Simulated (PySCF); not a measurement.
## How methods differ on the ionisation energy of V⁺

V⁺ [Ar] 3d4 (5D) → V²⁺ [Ar] 3d3 (4F), as a difference of total energies. All numbers are calculated (PySCF 2.14, scalar relativity by spin-free X2C-1e, in cc-pVDZ-DK (6s5p3d1f, 43 functions)). Correlated levels: valence: [Ar] frozen. The calculations carry no spin-orbit coupling.

```tsv
method	ionisation energy (eV)	difference from reference (eV)
UHF	13.208	-1.426
LDA	15.664	+1.030
MP2 (valence)	13.896	-0.738
SCS-MP2 (valence)	13.437	-1.197
```

Reference: 14.634 ± 0.007 eV (measured; NIST Atomic Spectra Database, ionization energies).

The reference lies between the lowest fine-structure levels, while these numbers refer to the centres of the terms.

Errors of the correlated levels include the incompleteness of this basis and the frozen core.
